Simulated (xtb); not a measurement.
F4V, charge +1, singlet, at a GFN2-xTB geometry (such geometries of metal compounds can be far from the true shape) (the multiplicity is a formal guess); xtb with GFN2-xTB.

xtb was given this input:
```
$ xtb mol.xyz --gfn 2 --chrg 1 --ohess --json

# file mol.xyz
5

V     -0.00000000    -0.00000000    -0.00000000
F      1.05787016     0.73619422    -0.92212232
F      0.75522470    -0.97142821     0.99867095
F     -0.99429019    -0.84029363    -0.90370040
F     -0.81880467     1.07552761     0.82715177
```

Output, abridged:

```
   ID    Z sym.   atoms
    1   23 V      1
    2    9 F      2-5

           -------------------------------------------------
          |                Calculation Setup                |
           -------------------------------------------------

           -------------------------------------------------
          |                 G F N 2 - x T B                 |
           -------------------------------------------------

          ...................................................
          :                      SETUP                      :
          :.................................................:
          :  # basis functions                  26          :
          :  # atomic orbitals                  25          :
          :  # shells                           11          :
          :  # electrons                        32          :
          :  max. iterations                   250          :
          :  Hamiltonian                  GFN2-xTB          :
          :  restarted?                      false          :
          :  GBSA solvation                  false          :
          :  PC potential                    false          :
          :  electronic temp.          300.0000000     K    :
          :  accuracy                    1.0000000          :
          :  -> integral cutoff          0.2500000E+02      :
          :  -> integral neglect         0.1000000E-07      :
          :  -> SCF convergence          0.1000000E-05 Eh   :
          :  -> wf. convergence          0.1000000E-03 e    :
          :  Broyden damping             0.4000000          :
          :  net charge                          1          :
          :  unpaired electrons                  0          :
          ...................................................

 iter      E             dE          RMSdq      gap      omega  full diag
   1    -16.9099312 -0.169099E+02  0.258E+01    2.13       0.0  T
   2    -17.7315851 -0.821654E+00  0.236E+01   15.38       1.0  T
   3    -19.6094138 -0.187783E+01  0.132E+01    7.35       1.0  T
   4    -20.5001630 -0.890749E+00  0.376E+00    4.65       1.0  T
   5    -20.4592136  0.409494E-01  0.381E+00    4.85       1.0  T
   6    -20.5099557 -0.507421E-01  0.267E+00    3.86       1.0  T
   7    -20.5313650 -0.214093E-01  0.174E+00    3.97       1.0  T
   8    -20.5481667 -0.168017E-01  0.138E-01    4.22       1.0  T
   9    -20.5481945 -0.278370E-04  0.111E-01    4.22       1.0  T
[...]
         :: total energy             -20.486228159443 Eh    ::
 * total energy  :   -20.4862282 Eh     change       -0.9698908E-12 Eh
   *** GEOMETRY OPTIMIZATION CONVERGED AFTER 1 ITERATIONS ***
         :: total energy             -20.486228159444 Eh    ::
[...]
   ------------------------------------------------------------------------
       1    206.57    -0.61828 ( 99.66%)    -0.63610 (  0.34%)    -0.61834
       2    206.58    -0.61828 ( 99.66%)    -0.63610 (  0.34%)    -0.61834
       3    231.32    -0.55715 ( 99.78%)    -0.60261 (  0.22%)    -0.55725
       4    231.32    -0.55715 ( 99.78%)    -0.60261 (  0.22%)    -0.55725
       5    231.32    -0.55715 ( 99.78%)    -0.60261 (  0.22%)    -0.55725
   ------------------------------------------------------------------------

   temp. (K)  partition function   enthalpy   heat capacity  entropy
                                   cal/mol     cal/K/mol   cal/K/mol   J/K/mol
 298.15  VIB   9.46                 1932.218     12.266     10.947
         ROT  0.914E+04              888.752      2.981     21.105
         INT  0.864E+05             2820.971     15.247     32.052
         TR   0.138E+28             1481.254      4.968     40.411
         TOT                        4302.2245    20.2148    72.4623   303.1822

       T/K    H(0)-H(T)+PV         H(T)/Eh          T*S/Eh         G(T)/Eh
   ------------------------------------------------------------------------
    298.15    0.685603E-02    0.158692E-01    0.344292E-01   -0.185599E-01
   ------------------------------------------------------------------------

         :::::::::::::::::::::::::::::::::::::::::::::::::::::
         ::                  THERMODYNAMIC                  ::
         :::::::::::::::::::::::::::::::::::::::::::::::::::::
         :: total free energy         -20.504788079495 Eh   ::
         ::.................................................::
         :: total energy              -20.486228159444 Eh   ::
         :: zero point energy           0.009013216004 Eh   ::
         :: G(RRHO) w/o ZPVE           -0.027573136055 Eh   ::
         :: G(RRHO) contrib.           -0.018559920051 Eh   ::
         :::::::::::::::::::::::::::::::::::::::::::::::::::::

optimized geometry written to: xtbopt.xyz

           -------------------------------------------------
          | TOTAL ENERGY              -20.486228159444 Eh   |
          | TOTAL ENTHALPY            -20.470358912229 Eh   |
          | TOTAL FREE ENERGY         -20.504788079495 Eh   |
          | GRADIENT NORM               0.000008998890 Eh/α |
          | HOMO-LUMO GAP               4.207577071790 eV   |
           -------------------------------------------------

normal termination of xtb
```
